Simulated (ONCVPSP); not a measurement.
## What one change does to a pseudopotential (Cs, ONCV)

Cs (Z = 55), optimised norm-conserving Vanderbilt (ONCV), made with ONCVPSP 4.0.1 (PBE, fully relativistic). Core [Kr] 4d10 5s2, reference 5p6 5d1. Waves: s scattering state at 0.3 Ha: rc 4.00 bohr, ncon 4, nbas 9, qcut 1.3 1/bohr, 3 projectors, debl 3.5 Ha; 5p: rc 2.85 bohr, ncon 4, nbas 9, qcut 3.8 1/bohr, 2 projectors, debl 2.4 Ha; 5d: rc 4.00 bohr, ncon 4, nbas 7, qcut 2.8 1/bohr, 2 projectors, debl 0.9 Ha. Local part: polynomial inside 2.70 bohr (lpopt 2, dvloc0 6 Ha). Core correction: none.

Open shells are filled in proportion to 2j + 1.

In the s channel the program set the typed energies aside and used 0.050, 3.550, 7.050 Ha.

Change: s: nproj 1. In the s channel the program set the typed energies aside and used 0.050 Ha.

Cutoffs: the cutoffs (Ha) at which the residual kinetic energy of the hardest occupied pseudo-wave falls to 1 and 0.1 mHa per electron; they do not see the model core or the augmentation charge, which bear on the density cutoff. Errors are all-electron minus pseudo energies relative to the spin-unpolarised reference configuration.

**Question.** Predict the effect on cutoff, ghosts and configuration errors.

**Answer.** The potential gets neither clearly harder nor softer (4.1 Ha and 5.0 Ha → 4.1 Ha and 5.0 Ha); of the 4 tests that both files solve, the error grows in 0 and shrinks in 3 by more than 15 % and 0.3 meV (median size 18.3 → 5.6 meV); neither file shows a bound ghost.

| quantity | base | changed |
| --- | --- | --- |
| cutoff, loose | 4.1 Ha | 4.1 Ha |
| cutoff, tight | 5.0 Ha | 5.0 Ha |
| bound ghosts | none | none |
| GHOST(+) flags under 300 eV | s at 96.6 eV, s at 253.4 eV | none |
| error for 5p6 5d0 6s1, meV [ΔE -1.67 eV] | -39 | +11 |
| error for 5p6 5d0, meV [ΔE 2.19 eV] | +6.0 | +6.0 |
| error for 5p6 5d0 6s0.5, meV [ΔE -0.20 eV] | -17 | +4.7 |
| error for 5p6 5d0.5 6s0.5, meV [ΔE -0.83 eV] | -19 | +5.2 |
| s: phases at 4.07 bohr within 0.05 rad from the reference energy up to (Ha; the scan ends near 5) | 0.5 | 1.0 |
| p3/2: phases at 2.89 bohr within 0.05 rad from the reference energy up to (Ha; the scan ends near 5) | 4.3 | 4.3 |
| p1/2: phases at 2.89 bohr within 0.05 rad from the reference energy up to (Ha; the scan ends near 5) | 4.1 | 4.1 |
| d5/2: phases at 4.07 bohr within 0.05 rad from the reference energy up to (Ha; the scan ends near 5) | 2.2 | 2.2 |
| d3/2: phases at 4.07 bohr within 0.05 rad from the reference energy up to (Ha; the scan ends near 5) | 2.2 | 2.2 |

Base: The cutoffs count occupied waves only; projector 3 of the s channel, the hardest unoccupied one, needs 29 Ha at the loose tolerance. These tests converged, but a pseudo level misses the all-electron one widely, so the file describes the atom poorly there or has found another state: 5p6 5d0 6s1: empty 5d by 4.0 eV; 5p6 5d0 6s0.5: empty 5d by 2.2 eV. Changed file: These tests converged, but a pseudo level misses the all-electron one widely, so the file describes the atom poorly there or has found another state: 5p6 5d0 6s1: empty 5d by 4.0 eV; 5p6 5d0 6s0.5: empty 5d by 2.2 eV.
